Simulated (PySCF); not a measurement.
# Working out the ionisation energy of Ta²⁺

Ta²⁺ [Xe] 4f14 5d3 (4F) → Ta³⁺ [Xe] 4f14 5d2 (3F). Computed with PySCF 2.14 in def2-QZVPPD with the def2 core potential (60 electrons) (7s6p4d3f2g, 84 functions), with scalar relativity through the core potential. Frozen: nothing. Energies in hartree (1 hartree = 27.21139 eV):

```json
{"part": "UHF", "Ta²⁺ (lower)": "-55.563645", "Ta³⁺ (upper)": "-54.716824"}
{"part": "CCSD correlation", "Ta²⁺ (lower)": "-0.256455", "Ta³⁺ (upper)": "-0.231612"}
{"part": "(T)", "Ta²⁺ (lower)": "-0.005294", "Ta³⁺ (upper)": "-0.004236"}
```

Question: What does Hartree-Fock give?

Answer: (-54.716824) − (-55.563645) = 0.846821 hartree = 23.043 eV.

Question: What do CCSD and CCSD(T) give?

Answer: The CCSD correlation energies differ by 0.024843 hartree = 0.676 eV and the triples by 0.001058 hartree = 0.029 eV, so CCSD gives 23.719 eV and CCSD(T) 23.748 eV.

Reference: 23.1 ± 1.6 eV (theoretical estimate listed by NIST; NIST Atomic Spectra Database, ionization energies), between the lowest levels; spin-orbit coupling is absent from the calculation.

What remains against the reference includes basis incompleteness and higher excitations.
